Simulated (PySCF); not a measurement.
C3HBr2Cl.

```xyz
7

Cl     3.5966     0.3827     0.0000
C      2.3274    -0.7888     0.0000
C      1.0574    -0.4765     0.0000
C     -0.2109    -0.1747     0.0000
Br    -1.1838     0.0566    -1.5957
Br    -1.1838     0.0566     1.5957
H      2.6807    -1.8251     0.0000
```

The structure is a stationary point at PBE0-D3(BJ)/def2-SVP. This is a generated structure with no PubChem entry under its InChIKey; it may be hypothetical.

The numbers are results of KT2/pcSseg-1 (PySCF), not measurements. Non-relativistic, no solvent.

Computed absolute GIAO shielding of each atom: isotropic value and principal components (ppm):
```
atom  σ(iso)    σ11     σ22     σ33    span
----  ------  -----  ------  ------  ------
Cl1    696.4  554.6   663.3   871.3   316.7
C2      83.7   34.4    82.0   134.6   100.2
C3     -24.7  -41.7   -23.1    -9.2    32.6
C4      70.8   27.7    85.3    99.5    71.8
Br5   1573.0  843.0  1280.5  2595.4  1752.4
Br6   1573.0  843.0  1280.5  2595.4  1752.4
H7      24.7   19.2    25.6    29.3    10.1
```
